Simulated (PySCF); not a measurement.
Isomers of C6H13ClO2Si.

All values: PBE0/pcSseg-1 (PySCF) at GFN2-xTB geometries, gas phase, one conformer each.

Question: Rank by LUMO energy, highest first.
A. `[CH3:1][CH2:2][O:3][C@@H:4]1[CH2:5][C@@:6]1([Cl:7])[CH2:8][O:9][SiH3:10]` with C1–C2–O3–C4 -178°, C2–O3–C4–C5 154°, C5–C6–C8–O9 38°, C6–C8–O9–Si10 -176°
B. `[CH3:1][CH:2]([CH3:3])[C@@H:4]1[CH2:5][O:6][CH2:7][Si@H:8]([Cl:9])[O:10]1` with C1–C2–C4–C5 179°, C2–C4–C5–O6 180°, C4–C5–O6–C7 75°, C5–O6–C7–Si8 -59°, O6–C7–Si8–Cl9 149°
C. `[OH:1][Si@@H:2]1[CH2:3][CH2:4][C@H:5]([O:6][CH2:7][CH2:8][Cl:9])[CH2:10]1` with H–O1–Si2–C3 50°, C4–C5–O6–C7 66°, C5–O6–C7–C8 175°, O6–C7–C8–Cl9 64°, O1–Si2–C3–C4 -119°, Si2–C3–C4–C5 28°, C3–C4–C5–O6 59°, C4–C5–C10–Si2 50°

Answer: C (0.68 eV), B (0.54 eV), A (0.09 eV).

Question: Rank by HOMO–LUMO gap, highest first.
A. `[CH3:1][O:2][CH2:3][C@@H:4]1[CH2:5][C@:6]1([Cl:7])[CH2:8][O:9][SiH3:10]` with C1–O2–C3–C4 -176°, O2–C3–C4–C5 143°, C5–C6–C8–O9 -17°, C6–C8–O9–Si10 -170°
B. `[OH:1][Si@@H:2]1[CH2:3][CH2:4][C@H:5]([O:6][CH2:7][CH2:8][Cl:9])[CH2:10]1` with H–O1–Si2–C3 50°, C4–C5–O6–C7 66°, C5–O6–C7–C8 175°, O6–C7–C8–Cl9 64°, O1–Si2–C3–C4 -119°, Si2–C3–C4–C5 28°, C3–C4–C5–O6 59°, C4–C5–C10–Si2 50°
C. `[CH3:1][CH2:2][O:3][C@@H:4]1[CH2:5][C@@:6]1([Cl:7])[CH2:8][O:9][SiH3:10]` with C1–C2–O3–C4 -178°, C2–O3–C4–C5 154°, C5–C6–C8–O9 38°, C6–C8–O9–Si10 -176°

Answer: B (8.20 eV), A (7.44 eV), C (7.10 eV).

All values together:

| SMILES | μ (D) | HOMO (eV) | LUMO (eV) | lowest IAO charge (e) | highest IAO charge (e) | lowest Hirshfeld charge (e) | highest Hirshfeld charge (e) |
| --- | --- | --- | --- | --- | --- | --- | --- |
| COC[C@@H]1C[C@]1(Cl)CO[SiH3] | 2.56 | -7.31 | 0.13 | -0.641 (O) | +0.870 (Si) | -0.198 (O) | +0.388 (Si) |
| O[Si@@H]1CC[C@H](OCCCl)C1 | 4.38 | -7.52 | 0.68 | -0.785 (O) | +1.135 (Si) | -0.316 (O) | +0.411 (Si) |
| CCO[C@@H]1C[C@@]1(Cl)CO[SiH3] | 2.19 | -7.02 | 0.09 | -0.643 (O) | +0.875 (Si) | -0.202 (O) | +0.391 (Si) |
| CC(C)[C@@H]1COC[Si@H](Cl)O1 | 1.50 | -6.99 | 0.54 | -0.658 (O) | +1.138 (Si) | -0.216 (O) | +0.402 (Si) |

Conformers: `[CH3:1][O:2][CH2:3][C@@H:4]1[CH2:5][C@:6]1([Cl:7])[CH2:8][O:9][SiH3:10]` with C1–O2–C3–C4 -176°, O2–C3–C4–C5 143°, C5–C6–C8–O9 -17°, C6–C8–O9–Si10 -170°; `[OH:1][Si@@H:2]1[CH2:3][CH2:4][C@H:5]([O:6][CH2:7][CH2:8][Cl:9])[CH2:10]1` with H–O1–Si2–C3 50°, C4–C5–O6–C7 66°, C5–O6–C7–C8 175°, O6–C7–C8–Cl9 64°, O1–Si2–C3–C4 -119°, Si2–C3–C4–C5 28°, C3–C4–C5–O6 59°, C4–C5–C10–Si2 50°; `[CH3:1][CH2:2][O:3][C@@H:4]1[CH2:5][C@@:6]1([Cl:7])[CH2:8][O:9][SiH3:10]` with C1–C2–O3–C4 -178°, C2–O3–C4–C5 154°, C5–C6–C8–O9 38°, C6–C8–O9–Si10 -176°; `[CH3:1][CH:2]([CH3:3])[C@@H:4]1[CH2:5][O:6][CH2:7][Si@H:8]([Cl:9])[O:10]1` with C1–C2–C4–C5 179°, C2–C4–C5–O6 180°, C4–C5–O6–C7 75°, C5–O6–C7–Si8 -59°, O6–C7–Si8–Cl9 149°.
